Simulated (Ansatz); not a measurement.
Reaction (isomerisation): `C=[C]1[Al]([CH3])[SiH]1F` → `FC[C]1=[C]([SiH3])[AlH]1`

Computed with Ansatz on PBE0-D4/def2-TZVP structures; ΔE is electronic, products minus reactants. CCSD(T)/CBS adds triple-zeta CCSD(T) − MP2 to the extrapolated MP2 energy (def2 sets, frozen cores). DFT in def2-TZVPP. B3LYP here is the variant with VWN-RPA as its local correlation; programs differ in this. One conformer a species, not always the lowest.

```csv
species,B3LYP energy (Eh)
`C=[C]1[Al]([CH3])[SiH]1F`,-749.84428
`FC[C]1=[C]([SiH3])[AlH]1`,-749.76304
```

**Question.** Work out ΔE.

**Answer.** ΔE = (-749.76304) − (-749.84428) = 0.08124 Eh = +213.3 kJ/mol. CCSD(T)/CBS gives +212.7 kJ/mol.

Largest T1 diagnostic among the species: 0.015.

In def2-TZVPP, CCSD(T) changes the Hartree–Fock value by +34.3 kJ/mol (the triples alone add +5.1 kJ/mol) and MP2 by +38.2 kJ/mol. From PBE to PBE0 (25 % exact exchange), in def2-TZVPP and without D4, ΔE moves by −9.1 kJ/mol. The D4 term adds −4.1 kJ/mol with B3LYP and −2.1 kJ/mol with PBE0; it sums over pairs of atoms, weighted by their polarisabilities, and B3LYP, whose exchange is more repulsive, gets the larger term.
